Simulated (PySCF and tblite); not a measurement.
Results of a calculation; reference values are marked as such.
## Barrier and rate of a rotation

System: C6H5ClN2, numbered as in [N:1]#[C:2][CH:3]([C:4]#[N:5])[C:6]1([Cl:7])[CH2:8][CH2:9]1.

Motion: rotation about the C3–C6 bond (torsion C2–C3–C6–Cl7 from 65° to 175°, rising). Geometries: GFN2-xTB; energies: revPBE/pcSseg-1 + D3(BJ); zero-point and thermal terms from GFN2-xTB harmonic modes (soft modes blended into free rotors). Rate constants are transition-state-theory values, counting equivalent paths, without tunnelling. Run with tblite and PySCF.

| point | symmetry | E(GFN2) kcal/mol | E(DFT) kcal/mol | ZPE change kcal/mol | lowest mode cm⁻¹ | dipole D |
| --- | --- | --- | --- | --- | --- | --- |
| start | C1 | 0.0 | 0.0 | 0.00 | 38 | 3.62 |
| saddle | Cs | 1.3 | 2.7 | 0.00 | 30i | 2.92 |
| end | C1 | 0.0 | 0.0 | 0.00 | 38 | 3.62 |

```json
{
  "Electronic barrier": "2.7 kcal/mol",
  "Barrier with zero-point energy": "2.7 kcal/mol",
  "ΔH‡ (298 K)": "2.1 kcal/mol",
  "ΔS‡ (298 K, symmetry apart)": "-4.1 cal/(mol K)",
  "Paths": "1 equivalent path",
  "End point": "the same structure with atoms interchanged, or its mirror image",
  "Mean lifetime of the start against this motion at 298 K": "43 ps",
  "Cost": "97 s on 1 thread of Intel Xeon @ 2.80GHz (shared host) (rough), peak memory 0.71 GiB, launched as `OMP_NUM_THREADS=1 python ens_run.py task.json out`"
}
```

| T/K | ΔG‡ kcal/mol | k s⁻¹ |
| --- | --- | --- |
| 150 | 2.9 | 1.8×10⁸ |
| 200 | 3.0 | 2×10⁹ |
| 250 | 3.2 | 8.9×10⁹ |
| 298 | 3.3 | 2.3×10¹⁰ |
| 350 | 3.5 | 5×10¹⁰ |
| 400 | 3.6 | 8.7×10¹⁰ |
| 500 | 4.0 | 1.9×10¹¹ |

ΔG and ΔG‡ leave out symmetry numbers and mirror images; rates count paths: 1 out.
